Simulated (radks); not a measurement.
All-electron atom: the arsenic ion As3+ in [Ar] 3d10 4s2.

Calculated with a radial shooting solver on a logarithmic mesh with Libxc functionals: scalar-relativistic Kohn-Sham, PBE, spin-polarised, spherical densities, finite nucleus; Fermi nuclear charge, rms radius 4.0968 fm.

Energy parts (Ry):
part                        energy
total                  -4517.55752
kinetic                 4604.69344
electron-nucleus      -10813.66187
Hartree                 1856.84760
exchange-correlation    -165.43669

Orbitals (lengths in bohr, moments of r in powers of bohr):
orbital  occ.  eigenvalue (Ry)      <r>       <r^4>
1s          2        -863.9405  0.04550  0.00001999
2s          2        -111.8192   0.2027    0.004069
2p          6        -98.36711   0.1772    0.002972
3s          2        -16.51651   0.5980      0.2723
3p          6        -12.35375   0.6166      0.3427
3d         10         -5.50628   0.6721      0.7303
4s          2         -3.26561    1.743       17.98
4p          0         -2.41611    2.017       33.19
4d          0         -1.31876    2.879       141.0

The highest occupied level is 4s at -44.431 eV. The electron density at the nucleus is 3.602e+04 e/bohr^3 (large components only).
